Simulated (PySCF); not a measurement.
## Relaxation of doublet YH₂

Level of theory: PySCF, UPBE0, basis Y def2-TZVP with ECP28, H def2-TZVP (scalar-relativistic core potentials, no spin–orbit coupling, density fitting). A (50,194) grid was used.

A hand-made side-on start, of C2v symmetry, held to at least that symmetry:

```xyz
3
charge 0 multiplicity 2, angstrom
Y     0.0000    0.0000   -0.0431
H     0.4200    0.0000    1.9010
H    -0.4200    0.0000    1.9010
```

At each step, columns x, y, z (Å) and Fx, Fy, Fz (eV/Å):

```
step 0  E − E(last) = 13.13 kJ/mol
Y    0.000   0.000  -0.043   0.000   0.000  -1.399
H    0.420   0.000   1.901   0.059   0.000   0.699
H   -0.420   0.000   1.901  -0.059   0.000   0.699
step 1  E − E(last) = 9.32 kJ/mol
Y    0.000   0.000  -0.064   0.000   0.000  -1.102
H    0.418   0.000   1.912   0.018   0.000   0.551
H   -0.418   0.000   1.912  -0.018   0.000   0.551
step 2  E − E(last) = 1.60 kJ/mol
Y    0.000   0.000  -0.142   0.000   0.000  -0.351
H    0.410   0.000   1.950  -0.022   0.000   0.175
H   -0.410   0.000   1.950   0.022   0.000   0.175
step 3  E − E(last) = 0.32 kJ/mol
Y    0.000   0.000  -0.178   0.000   0.000  -0.141
H    0.405   0.000   1.969   0.010   0.000   0.070
H   -0.405   0.000   1.969  -0.010   0.000   0.070
step 4  E − E(last) = 0.03 kJ/mol
Y    0.000   0.000  -0.202   0.000   0.000  -0.038
H    0.403   0.000   1.980   0.013   0.000   0.019
H   -0.403   0.000   1.980  -0.013   0.000   0.019
step 5  E − E(last) = 0.00 kJ/mol
Y    0.000   0.000  -0.210   0.000   0.000  -0.006
H    0.402   0.000   1.985   0.003   0.000   0.003
H   -0.402   0.000   1.985  -0.003   0.000   0.003
step 6  E − E(last) = 0.00 kJ/mol
Y    0.000   0.000  -0.212   0.000   0.000   0.000
H    0.402   0.000   1.985   0.000   0.000   0.000
H   -0.402   0.000   1.985   0.000   0.000   0.000
```

It ends at C2v with H–H 0.804 Å, Y–H 2.234 Å (×2); H–H–Y 79.6° (×2), H–Y–H 20.7°. A frequency run shows a minimum.

The determinant is spin-contaminated (⟨S²⟩ = 0.97, pure value 0.75). Other spin states or occupations of the open shell can lie lower.

The relaxation took 4.6 s on 2 threads of a shared Arm Neoverse V1 host, with 52 basis functions and 7 gradients; the process peaked at 0.58 GiB.
